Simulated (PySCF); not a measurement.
Compound: C9H6F2.
SMILES with atom numbers: `[CH:1]#[C:2][CH2:3][c:4]1[cH:5][cH:6][cH:7][c:8]([F:9])[c:10]1[F:11]` (hydrogens: H12 on C1; H13, H14 on C3; H15 on C5; H16 on C6; H17 on C7)

Computed, not measured: PBE0-D3(BJ)/def2-SVP geometry optimisation, gas phase (PySCF).

Q: List the bond lengths, angles and torsions at this level.

A: 
```csv
bond,length (bohr),order
C1≡C2,2.287,triple
C2–C3,2.749,single
C3–C4,2.857,single
C4–C5,2.639,aromatic
C5–C6,2.633,aromatic
C6–C7,2.633,aromatic
C7–C8,2.623,aromatic
C8–F9,2.509,single
C8–C10,2.633,aromatic
C10–F11,2.517,single
C4–C10,2.634,aromatic
C1–H12,2.030,single
"C3–H13, C3–H14",2.086,single
C5–H15,2.063,single
C6–H16,2.063,single
C7–H17,2.063,single
```

Bonds in one row agree within 0.02 bohr and their mean is given. Orders are formal, as drawn. A selection of angles:
```csv
angle,degrees
C1–C2–C3,179.6
C2–C3–C4,115.0
C3–C4–C5,123.9
C3–C4–C10,117.9
C5–C4–C10,118.2
C4–C5–C6,120.7
C5–C6–C7,120.5
C6–C7–C8,119.0
C7–C8–F9,120.8
C7–C8–C10,120.3
F9–C8–C10,118.9
C8–C10–F11,119.2
C4–C10–C8,121.2
C4–C10–F11,119.7
```

Dihedral angles: C2–C3–C4–C5 1° (synperiplanar).

The C–C distances run from 1.210 Å (C1≡C2, drawn triple) to 1.512 Å (C3–C4, drawn single), a spread of 0.302 Å. The 11 heavy atoms lie in one plane (0.009 Å rms). The 6-membered ring C4–C5–C6–C7–C8–C10 has internal angles of 118.2° to 121.2° (sum 720°, against 720° for a flat polygon); it is planar, 0.00 Å rms from its mean plane, widest ring torsion 0°. Of the pairs four or more bonds apart, C2···H15 is among the closest relative to their van der Waals radii: 2.53 Å, 87 % of the sum of Bondi's values.

No PBE0-D3(BJ)/def2-SVP frequencies stand behind this structure, so it isn't proved a minimum. The numbers are those of one conformer.
